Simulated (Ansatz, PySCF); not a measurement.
Stretching the Si1–H2 bond in H3NSi (SMILES N[SiH]) (multiplicity 1 held, fragments rigid). Energies count from the point at 1.530 Å.
Geometry at that point (charge 0, multiplicity 1):
```tsv
atom	x (Å)	y (Å)	z (Å)
Si	-0.2447	0.3910	0.5100
H	-0.5860	1.4739	-0.5153
N	0.3978	-0.6896	-0.6544
H	0.4631	-0.5284	-1.6484
H	0.7649	-1.5931	-0.3951
```

Restricted levels (R-, RO-) in cc, def2 and unpolarised 6-31G sets keep to the state of the molecule at rest. Unrestricted levels (U-) break spin symmetry where that is lower. Active spaces are followed from a long bond inwards. Left out are points that failed, MP2 points in a non-variational dive below the minimum, coupled-cluster points behind a sign of a changed root (a jump of the amplitudes, or a one-step jump against full CI or MRCI), small-basis points behind a change of solution, and semi-empirical points at long bonds. Levels need not reach the same state.

Cores are frozen in the correlated methods. Rows in 6-31G* carry no dispersion term and start afresh at each structure (6-31G* with six Cartesian d functions).

Run with Ansatz (Gaussian orbitals); PySCF for 6-31G* rows. Each number belongs to the level named beside it.

Energies in kcal/mol.

```
R (Å)  U-HF/cc-pV(T+d)Z  R-PBE/cc-pV(T+d)Z  U-PBE/cc-pV(T+d)Z  R-BP86/6-31G*  R-MP2/cc-pV(T+d)Z  FIC-MRCISD+Q on CASSCF(2,2)/cc-pV(T+d)Z
-----  ----------------  -----------------  -----------------  -------------  -----------------  ---------------------------------------
1.224              24.7               26.6               26.6           28.4               24.6                                     25.0
1.377               4.4                5.6                5.6            6.1                4.4                                      4.7
1.530               0.0                0.0                0.0            0.0                0.0                                      0.0
1.683               [?]                2.3                2.3            2.1                3.8                                      3.3
1.836              11.9                8.5                8.5            8.2               11.5                                     10.3
2.065              26.8               20.6               20.6           20.2               26.0                                     23.5
2.295              40.7               33.1               33.1           32.7               41.0                                     36.6
2.677              52.0               51.6               51.6           51.3               63.3                                     54.6
3.060              56.1               66.0               64.4           66.1               81.1                                     66.7
3.518               [?]               78.4               71.4           78.9               96.9                                     74.1
4.130              58.3               88.8               74.8           89.8              109.7                                     77.5
4.895              58.4               95.7               75.5       left out              114.3                                     78.4
```

**Question.** What belongs in the gaps?

**Answer.** 
- 1.683, U-HF/cc-pV(T+d)Z: 3.9
- 3.518, U-HF/cc-pV(T+d)Z: 57.7

Doubts at one or more of the structures used: a spin-contaminated determinant (U-HF/cc-pV(T+d)Z, U-PBE/cc-pV(T+d)Z); a restricted determinant that unrestricted orbitals would lower (R-PBE/cc-pV(T+d)Z, R-BP86/6-31G*, R-MP2/cc-pV(T+d)Z).

Ansatz is an electronic-structure program.
